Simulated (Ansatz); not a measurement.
A structure relaxed at PBE0-D4/def2-TZVP, charge 0, multiplicity 1:

```xyz
12

Si    0.085   -1.833   -1.420
N    -0.922   -0.775   -0.469
C    -0.479    0.122    0.271
C    -1.001    1.229    1.093
Ge    0.977    1.322    0.847
H    -0.206   -3.231   -1.016
H    -0.279   -1.652   -2.847
H     1.533   -1.532   -1.225
H    -1.729    1.896    0.636
H    -1.268    0.942    2.110
H     1.516    2.379   -0.117
H     1.772    1.133    2.138
```

(1) Give its formula and SMILES.

(2) Summarise the bond lengths by kind.

## Answers

(1) C2H7GeNSi, `[SiH3]/N=[C]1/[CH2][GeH2]1`.

(2) 1 × N–Si 1.743 Å; 3 × H–Si 1.484 to 1.492 Å; 1 × C–N 1.245 Å; 1 × C–C 1.475 Å; 2 × C–Ge 1.972 to 1.995 Å; 2 × C–H 1.088 to 1.090 Å; 2 × Ge–H 1.528 Å.

Results of the Gaussian-basis code of Ansatz.
